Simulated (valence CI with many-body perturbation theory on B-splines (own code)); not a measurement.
The numbers below are computed, except where a source is named.
**Hyperfine factors and g values of Tl L**

Method: relativistic CI+MBPT: four valence electrons over a frozen Dirac-Fock core [Ar] 3d10, a basis of 11 s, 11 p, 10 d, 8 f, 5 g, 2 h functions for each j, with the one-electron correlation potential Σ1, the two-electron term Σ2, the three-electron term Σ3, Breit, model QED; selected CI, second order for the rest, scaled by the run's own slope (own B-spline code, finite nucleus).

The last digits are not significant, and no measured levels were compared; by estimate large intervals hold to a few tenths of a per cent, small ones and those within an open d or f shell to about a per cent. Among the levels kept, up to 400 cm⁻¹ of a level comes from second order outside the variational space, and about a tenth of that is noise between levels of different J, which matters for small intervals.

A/g_I is the dipole constant over the nuclear g factor μ/I (μ in nuclear magnetons, uniformly magnetised nucleus), B/Q the quadrupole constant per barn. Both hold the static response of the core; the bare values leave it out. Large factors of s and p1/2 electrons are usually good to 5 to 10 %; those of open d and f shells near neutrality can be off by tens of per cent, and small factors of p3/2, d and f electrons come from cancelling terms and can be off by a factor of two or in sign, in half-filled shells by more. B is blank for J = 1/2, where it vanishes, and for nearly pure S terms. Energies count from the lowest level. Levels with J = 0 are left out.

Levels are named by their leading jj configuration (3d3/2^4 stands for four electrons in 3d with j = 3/2), which in mixed levels can hold well under half, so a name can repeat and another be missing. Letters in brackets count levels of one name in rising energy.

| Level | E (Ry) | g | A/g_I (MHz) | A/g_I bare | B/Q (MHz/b) | B/Q bare |
| --- | --- | --- | --- | --- | --- | --- |
| (4s^2 4p1/2 4p3/2) J=1 | 11.109 | 1.495 | -106000 | -104000 | 86400 | 83900 |
| (4s^2 4p1/2 4p3/2) J=2 | 11.468 | 1.171 | 274000 | 266000 | 158000 | 153000 |
| (4s 4p1/2^2 4p3/2) J=2 | 19.537 | 1.543 | 689000 | 668000 | 160000 | 156000 |
| (4s 4p1/2^2 4p3/2) J=1 | 20.764 | 1.084 | -511000 | -496000 | 105000 | 102000 |
| (4s^2 4p3/2^2) J=2 | 22.852 | 1.317 | 85500 | 82500 | 14800 | 14400 |
| (4s^2 4p1/2 4d3/2) J=2 | 24.191 | 0.758 | 242000 | 236000 | 34900 | 34400 |
| (4s^2 4p1/2 4d3/2) J=1 | 25.754 | 0.850 | -179000 | -173000 | 14900 | 14800 |
| (4s^2 4p1/2 4d5/2) J=2 | 27.337 | 1.308 | -79700 | -76500 | 16400 | 16300 |
| (4s^2 4p1/2 4d5/2) J=3 | 27.426 | 1.119 | 165000 | 161000 | 18600 | 18500 |
| (4s 4p1/2 4p3/2^2) J=2 [a] | 30.432 | 1.526 | 427000 | 414000 | 52000 | 50600 |
| (4s 4p1/2 4p3/2^2) J=3 | 31.131 | 1.315 | 600000 | 582000 | 11600 | 11400 |
| (4s 4p1/2 4p3/2^2) J=1 [a] | 32.199 | 1.290 | 742000 | 719000 | -127000 | -123000 |
| (4s 4p1/2 4p3/2^2) J=2 [b] | 32.360 | 1.086 | 950 | 815 | -22000 | -21500 |
| (4s 4p1/2 4p3/2^2) J=1 [b] | 32.484 | 1.355 | 202000 | 195000 | 85000 | 82600 |
| (4s 4p1/2^2 4d3/2) J=1 | 32.719 | 0.437 | -577000 | -558000 | 15100 | 14900 |
| (4s 4p1/2^2 4d3/2) J=2 | 33.025 | 1.143 | 635000 | 617000 | 28300 | 28000 |
| (4s 4p1/2^2 4d5/2) J=3 | 35.698 | 1.352 | 428000 | 416000 | 25800 | 25500 |
| (4s 4p1/2^2 4d5/2) J=2 | 36.345 | 1.032 | -366000 | -353000 | 11900 | 12100 |
| (4s^2 4p3/2 4d3/2) J=2 | 36.641 | 1.049 | 47500 | 46400 | -7550 | -7310 |
| (4s^2 4p3/2 4d3/2) J=1 | 36.786 | 1.116 | 70500 | 68800 | -78500 | -76500 |
| (4s^2 4p3/2 4d3/2) J=3 | 36.813 | 1.099 | 68900 | 67300 | 180000 | 175000 |
| (4s^2 4p3/2 4d5/2) J=4 | 38.218 | 1.245 | 42000 | 41100 | 209000 | 203000 |
| (4s^2 4p3/2 4d5/2) J=2 | 38.557 | 1.253 | 54700 | 53900 | -115000 | -111000 |
| (4s^2 4p3/2 4d5/2) J=3 | 39.721 | 1.193 | 46000 | 45000 | 5510 | 5800 |
| (4s^2 4p3/2 4d5/2) J=1 | 39.955 | 1.076 | -27700 | -25000 | 25500 | 24900 |
| (4p1/2^2 4p3/2^2) J=2 | 40.781 | 1.292 | 84400 | 82200 | 24700 | 24100 |
| (4s^2 4p1/2 4f5/2) J=3 | 41.538 | 0.822 | 128000 | 125000 | 20100 | 18700 |
| (4s^2 4p1/2 4f5/2) J=2 | 42.044 | 0.872 | -149000 | -143000 | 5460 | 4740 |
| (4s^2 4p1/2 4f7/2) J=3 | 42.551 | 1.197 | -65900 | -63100 | 11300 | 10000 |
| (4s^2 4p1/2 4f7/2) J=4 | 42.563 | 1.086 | 133000 | 130000 | 14600 | 13100 |
| (4s 4p1/2 4p3/2 4d3/2) J=1 [a] | 43.120 | 1.152 | 276000 | 268000 | -81800 | -79600 |
| (4s 4p1/2 4p3/2 4d3/2) J=2 [a] | 43.173 | 1.100 | 234000 | 228000 | -41500 | -40400 |
| (4s 4p3/2^3) J=2 | 43.236 | 1.429 | 677000 | 657000 | -173000 | -168000 |
| (4s 4p1/2 4p3/2 4d3/2) J=3 [a] | 43.438 | 1.149 | 381000 | 370000 | 26900 | 26300 |

(1) Take the isotope of mass number 203, with I = 1/2, μ = 1.616 μN. What is the hyperfine structure of (4s 4p1/2^2 4p3/2) J=1?

Answers

(1) From the table A = -1650000 MHz. Shifts from the centre of gravity in MHz: F = 1/2: 1650000, F = 3/2: -825000.
